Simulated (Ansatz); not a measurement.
Mulliken charges of FH₃O₂Si (`O[SiH](O)F`) from ωB97M-V/def2-TZVPP in Ansatz (PBE0-D4/def2-TZVP geometry).

```json
{"atom": "O1", "x (Å)": "-0.162", "y (Å)": "0.466", "z (Å)": "-1.268", "charge (e)": "-0.376"}
{"atom": "Si2", "x (Å)": "-0.170", "y (Å)": "-0.309", "z (Å)": "0.165", "charge (e)": "0.754"}
{"atom": "O3", "x (Å)": "1.329", "y (Å)": "-0.281", "z (Å)": "0.778", "charge (e)": "-0.375"}
{"atom": "F4", "x (Å)": "-1.211", "y (Å)": "0.437", "z (Å)": "1.116", "charge (e)": "-0.313"}
{"atom": "H5", "x (Å)": "-0.988", "y (Å)": "0.816", "z (Å)": "-1.605", "charge (e)": "0.184"}
{"atom": "H6", "x (Å)": "-0.589", "y (Å)": "-1.714", "z (Å)": "0.090", "charge (e)": "-0.062"}
{"atom": "H7", "x (Å)": "1.852", "y (Å)": "0.516", "z (Å)": "0.678", "charge (e)": "0.187"}
```

Task: By hand: the dipole of these point charges (1 e Å = 4.8032 D).

Result: Σ q r = (0.014, -0.087, -0.214) e Å, of length 0.231 e Å = 1.11 D.

Task: How does the dipole of the full density compare? (An estimate is asked.)

Result: Computed: (-0.042, 0.210, -0.240) e Å, 1.54 D; the point charges give 0.72 times that, at 64° from its direction.

Point charges leave out the atoms' own dipoles, such as those of lone pairs, and Mulliken's split depends on the basis, so the two needn't agree.
